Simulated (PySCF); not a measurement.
C2H8InNO, SMILES C[CH2][In]([NH2])[OH]. Atoms are numbered in the order given.

```xyz
13

In     0.0452     0.0026     0.3135
C      0.6093    -0.9250    -1.5727
C     -0.1049    -0.3133    -2.7794
H      0.4120    -2.0049    -1.4834
H      1.7024    -0.8089    -1.6522
H      0.0794     0.7691    -2.8600
H     -1.1966    -0.4490    -2.7219
H      0.2344    -0.7798    -3.7213
O     -0.7626     1.8500     0.1350
H     -1.0772     2.2124     0.9739
N      0.0059    -0.7070     2.2381
H      0.0180    -0.0229     2.9929
H      0.6445    -1.4636     2.4765
```
Charge 0, spin multiplicity 1.

Geometry optimised at B3LYP-D3(BJ)/def2-SVP. The def2 effective core potentials stand for the cores of In; spin–orbit coupling is left out. One conformer was computed; it need not be the lowest.

All values below come from PBE/def2-TZVP (PySCF).

ESP charges are fitted to the potential on shells at 1.4 to 2.0 van der Waals radii. Atomic charges (e):

```csv
atom,Mulliken,ESP fit
In1,0.73,0.69
C2,-0.43,___
C3,-0.35,___
H4,0.13,___
H5,0.13,___
H6,0.14,0.09
H7,0.12,0.08
H8,0.12,0.04
O9,-0.64,-0.79
H10,0.29,0.41
N11,-0.69,-0.92
H12,0.22,___
H13,0.22,___
```

Question: Some entries are withheld; supply them. (Estimate from the structure and the level; the computed values follow.)

Answer: 
- C2, ESP fit: 0.09
- C3, ESP fit: -0.25
- H4, ESP fit: -0.01
- H5, ESP fit: -0.04
- H12, ESP fit: 0.32
- H13, ESP fit: 0.29
